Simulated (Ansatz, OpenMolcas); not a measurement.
## C2H4GaN (SMILES N=C=[CH][GaH2]): methods side by side

C2H4GaN has 8 atoms, charge 0, and is taken as a singlet. SMILES: `N=C=[CH][GaH2]`. The coordinates come from a PBE0-D4/def2-TZVP relaxation.

```csv
atom,x (Å),y (Å),z (Å)
N,0.3369,2.0617,-0.8546
C,0.3656,1.1149,-0.0960
C,0.4723,0.0257,0.6228
Ga,-0.3813,-1.5936,0.0072
H,-0.4114,2.7406,-0.7702
H,1.0405,0.0739,1.5452
H,-0.2319,-2.8864,0.8763
H,-1.1906,-1.5368,-1.3307
```

Quantity: the vertical ionisation energy (to the doublet cation), in eV. The values are calculated.

| level | kind | program | value (eV) | CPU time (all runs) |
| --- | --- | --- | --- | --- |
| BLYP/def2-SVP | GGA | OpenMolcas | 8.92 | 1.9 min |
| PBE/def2-SVP | GGA | Ansatz | 9.09 | 30 s |
| r2SCAN/def2-SVP | meta-GGA | Ansatz | 9.11 | 48 s |
| BHLYP/def2-SVP | global hybrid | Ansatz | 9.03 | 29 s |
| wB97X/def2-SVP | range-separated hybrid | Ansatz | 9.17 | 1.9 min |
| B2PLYP/def2-SVP | double hybrid | Ansatz | 9.04 | 48 s |
| RPA@PBE0/def2-SVP | RPA | Ansatz | 8.98 | 62 s |
| MP2/def2-SVP | perturbation theory | Ansatz | 9.24 | 15 s |
| CCSD/def2-SVP | coupled cluster or CI | Ansatz | 8.86 | 2.3 min |

All-electron rows without a relativistic Hamiltonian named are non-relativistic. The values span 8.86 to 9.24 eV. Spin contamination of the reference (⟨S²⟩ at least 0.1 too high) touches MP2/def2-SVP, CCSD/def2-SVP (up to 0.16 too high). In the correlated wave-function rows the outer d shell of Ga is correlated, in sets not made for it. CPU times are rough (shared hosts, several kinds of processor and program).
